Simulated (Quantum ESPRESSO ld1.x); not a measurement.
Results of a calculation; reference values are marked as such.
Q: Coherent X-ray form factor from a spherical all-electron density. Code: ld1.x of Quantum ESPRESSO 7.5. Model: scalar-relativistic Kohn-Sham, LDA (Slater exchange, VWN5 correlation), spin-polarised, spherical densities, point nucleus.

sin(theta)/lambda (1/angstrom),f0 (electrons)
0.05,70.760
0.1,67.801
0.15,64.307
0.2,60.790
0.25,57.331
0.3,53.950
0.4,47.622
0.5,42.110
0.6,37.420
0.8,29.968
1,24.484
1.25,19.847
1.5,16.961
2,13.414

The species is in the configuration that NIST lists as its ground one. Which atom or ion scatters so?

A: Neutral hafnium, [Xe] 4f14 5d2 6s2. Extrapolating in s^2 from the first two rows gives f0(0) = 71.7, near the electron count 72; among species with that count, the fall with angle is slower the higher Z, and the table is that of Z = 72; from so few rows the species is fixed only to a neighbour or two.
